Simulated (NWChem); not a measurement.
System: SbCl2 cation; SMILES [Cl][Sb+][Cl]

Results from NWChem. def2 effective core potentials on Sb; no spin-orbit coupling. Each level has its own optimisation; frequencies are unscaled.

```json
[
 {"level": "BLYP/def2-SVP (core potentials)", "r Cl–Sb (Å)": "2.337", "highest harmonic frequency (cm⁻¹)": "392", "lowest (cm⁻¹)": "126", "zero-point energy (kcal/mol)": "1.3"},
 {"level": "B3LYP/3-21G (all-electron, non-relativistic)", "r Cl–Sb (Å)": "2.403", "highest harmonic frequency (cm⁻¹)": "371", "lowest (cm⁻¹)": "117", "zero-point energy (kcal/mol)": "1.2"},
 {"level": "CAM-B3LYP/def2-SVP (core potentials)", "r Cl–Sb (Å)": "2.282", "highest harmonic frequency (cm⁻¹)": "441", "lowest (cm⁻¹)": "143", "zero-point energy (kcal/mol)": "1.5"},
 {"level": "PBE-D3(BJ)/def2-SVP (core potentials)", "r Cl–Sb (Å)": "2.315", "highest harmonic frequency (cm⁻¹)": "409", "lowest (cm⁻¹)": "130", "zero-point energy (kcal/mol)": "1.4"}
]
```
